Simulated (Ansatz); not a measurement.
The cluster Be₇O₇. The state is a singlet with charge 0. Geometry PBE0-D4/def2-SVP, basis def2-TZVP, Ansatz.

Cartesian coordinates in Å:
```
Be 1.273 -0.090 1.955
Be 1.773 0.134 -0.248
Be -0.388 1.263 0.707
Be 0.214 -1.696 -0.618
Be -1.991 0.598 -1.063
Be -1.194 -0.591 1.157
Be 0.177 0.471 -1.723
O -1.228 0.480 -2.262
O 0.668 1.328 -0.420
O 1.128 -0.815 -1.406
O 2.374 -0.279 1.068
O -0.773 -1.831 0.418
O -1.885 0.698 0.414
O -0.148 0.333 2.020
```

| run | HOMO (eV) | LUMO (eV) |
| --- | --- | --- |
| A | -7.47 | -1.35 |
| B | -6.89 | -1.58 |
| C | -9.62 | -0.61 |
| D | -6.62 | -2.10 |
| E | -8.12 | -1.33 |

The structure comes from a short search, and lower isomers may exist.

Question: The runs used CAM-B3LYP, PBE, PBE0, r2SCAN, r2SCANh. Estimate which is which.

Answer: A r2SCANh (10 % exact exchange); B r2SCAN (0 % exact exchange); C CAM-B3LYP (range-separated); D PBE (0 % exact exchange); E PBE0 (25 % exact exchange). Exact exchange lowers occupied and raises empty levels; among semilocal functionals meta-GGAs tend to open the gap a little, and such runs are hard to tell apart. The gap grows from 4.51 eV (PBE) to 9.01 eV (CAM-B3LYP).
